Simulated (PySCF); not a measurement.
AlBr⁺ at UHF

Computed with UHF; basis Al def2-TZVPPD, Br def2-TZVPPD; no relativity; PySCF 2.14.

- state: ²Σ⁺ (doublet), unpaired electrons σ ↑
- bond length: 2.172 Å
- harmonic wavenumber: 488 cm⁻¹
- force constant: 2.82 mdyn/Å
- rotational constant Be: 0.1778 cm⁻¹
- anharmonicity ωexe: 2.71 cm⁻¹
- vibration–rotation constant αe: 0.000945 cm⁻¹
- well depth De to Al⁺ + Br: 24.0 kcal/mol
- dissociation energy D0: 23.3 kcal/mol
- bond order (Mayer): 1.44
- dipole moment (positive dipole points towards Br; it is taken about the centre of mass and depends on that origin): -7.53 D

Spin–orbit coupling is left out. For an ion De counts to the pair picked by the measured ionisation energies or electron affinities, which need not be the lowest pair at this level. Hartree–Fock leaves out correlation, which carries a large part of most bond energies and some tenths to 1 eV of ionisation energies. The state is the lowest determinant that a PBE0 search found; another state may lie lower at other levels.
